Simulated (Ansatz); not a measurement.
`BNC(F)S` + H₂O → `BNC(O)F` + H₂S  (formal hydrolysis of a C–S bond)

Program: Ansatz. Geometries: PBE0-D4/def2-TZVP. ΔE: electronic, gas phase. CCSD(T)/CBS adds triple-zeta CCSD(T) − MP2 to the extrapolated MP2 energy (def2 sets, frozen cores). This one scheme is used for every species. DFT in def2-TZVPP. B3LYP here is the variant with VWN-RPA as its local correlation; programs differ in this. Each species was taken in one conformer, which may not be the lowest.

(1) Is it downhill or uphill in electronic energy at CCSD(T)/CBS, and by how much? (Estimate.)

(2) What do these levels give: PBE-D4, r2SCAN-D4, ωB97X-V, ωB97M-V, PBE, r2SCAN, B3LYP, HF/def2-TZVPP, MP2/def2-QZVPP, SCS-MP2/def2-QZVPP, MP2/CBS(def2), CCSD/CBS(def2)? (Best estimate.)

Largest T1 diagnostic among the species: 0.013.

## Answers

(1) The calculation gave: Downhill: ΔE = -3.8 kcal/mol.

(2) Computed: PBE-D4 -4.2, r2SCAN-D4 -5.8, ωB97X-V -6.4, ωB97M-V -5.8, PBE -5.2, r2SCAN -6.0, B3LYP -7.0, HF/def2-TZVPP -11.2, MP2/def2-QZVPP -2.7, SCS-MP2/def2-QZVPP -4.0, MP2/CBS(def2) -1.9, CCSD/CBS(def2) -4.6 kcal/mol.

From PBE to PBE0 (25 % exact exchange), in def2-TZVPP and without D4, ΔE moves by −0.8 kcal/mol. In def2-TZVPP, CCSD(T) changes the Hartree–Fock value by +5.3 kcal/mol (the triples alone add +0.8 kcal/mol) and MP2 by +7.2 kcal/mol. The D4 term adds +1.6 kcal/mol with B3LYP and +0.8 kcal/mol with PBE0; it sums over pairs of atoms, weighted by their polarisabilities, and B3LYP, whose exchange is more repulsive, gets the larger term.
